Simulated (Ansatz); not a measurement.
The same path of AlFH4NOP (9 atoms, charge 0, multiplicity 1) was run 3 times with different band settings. Lost on the way: P4–H8. Made: O5–H8.

The calculation used Ansatz 0.2.0, RKS PBE-D4/def2-SVP.

Relaxed end points:

```xyz
9
Properties=species:S:1:pos:R:3
N 1.435 0.984 -0.205
Al 0.889 -0.624 0.303
F 1.973 -1.720 0.977
P -1.341 -1.215 -0.140
O -1.810 0.416 -0.437
H 0.768 1.672 -0.562
H 2.368 1.390 -0.117
H -1.673 -1.326 1.270
H -2.520 0.378 -1.105
```

```xyz
9
Properties=species:S:1:pos:R:3
N 1.386 0.957 -0.047
Al 1.066 -0.786 0.189
F 2.424 -1.759 0.446
P -1.006 -1.743 0.171
O -1.867 0.100 -0.155
H 0.677 1.669 -0.229
H 2.316 1.381 -0.028
H -2.497 0.183 0.590
H -2.413 -0.047 -0.954
```

Common settings: optimiser quadratic models (default); start path through a guess of the saddle point; force threshold 0.03 eV/Å; iteration limit 60; end points relaxed.

| run | movable images | climbing image | spring |
| --- | --- | --- | --- |
| 1 | 7 | yes | 5.0 eV/Å² |
| 2 | 7 | yes | 0.5 eV/Å² |
| 3 | 8 | no | 5.0 eV/Å² |

Q: What does each run give, and how far can it be trusted?

A: Run 1: converged after 20 iterations, highest image 2.089 eV above the first end. A vibrational analysis at the climbing image gives one clearly imaginary mode, 1161i cm⁻¹: a first-order saddle point.
Run 2: converged after 18 iterations, highest image 2.089 eV above the first end. Another band between the same ends (7 images) ends at a top of the same energy, where a vibrational analysis finds 1 clearly imaginary mode.
Run 3: converged after 17 iterations, highest image 2.039 eV above the first end. No image climbed, so the highest image needn't sit at the top of the path.
The orbitals stay closed-shell, which can raise the energy where a bond breaks towards radicals; this wasn't checked here.
